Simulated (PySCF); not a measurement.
Numbering as in the mapped SMILES `[F:1][C:2]([F:3])([F:4])[C:5]([F:6])([F:7])[Cl:8]`.

Geometry: PBE0-D3(BJ)/def2-SVP; GIAO shifts from PySCF, gas phase, non-relativistic, averaged over equivalent atoms.

At PBE0/pcSseg-1 (143 basis functions, 12 s wall time on 1 thread of an Intel Xeon Platinum 8488C, shared host):
```csv
atoms,δ (ppm)
F6/F7,-84.1
F1/F3/F4,-98.1
C5,127.7
C2,122.5
Cl8,300.6
```

δ = σ(ref) − σ, references computed at the same level: CFCl3 for 19F (σ = 177.25 ppm); 13C (σ = 184.41 ppm) against TMS; HCl for 35Cl (σ = 943.27 ppm).

Estimate the result of repeating the calculation with HF/pcSseg-2.

Results:


```json
{"atoms": "F6/F7", "δ at HF/pcSseg-2": "-61.4", "change": "+22.7"}
{"atoms": "F1/F3/F4", "δ at HF/pcSseg-2": "-66.7", "change": "+31.4"}
{"atoms": "C5", "δ at HF/pcSseg-2": "113.6", "change": "-14.1"}
{"atoms": "C2", "δ at HF/pcSseg-2": "109.5", "change": "-13.0"}
{"atoms": "Cl8", "δ at HF/pcSseg-2": "248.6", "change": "-52.0"}
```

Chemical shifts δ = σref − σ; CFCl3 for 19F (σ = 245.28 ppm); 13C (σ = 191.47 ppm) against TMS; HCl for 35Cl (σ = 944.88 ppm), all at this level.

The largest change is at Cl8 (chlorine bonded to C). Cost: 295 basis functions, 22 s wall time on 1 thread of an Intel Xeon Platinum 8488C, shared host.

Carbons that carry Cl, above all several Cl atoms, come out too deshielded, partly because spin–orbit coupling is missing. Unscaled 19F shifts against computed CFCl3 carry errors that often reach 10 to 50 ppm.
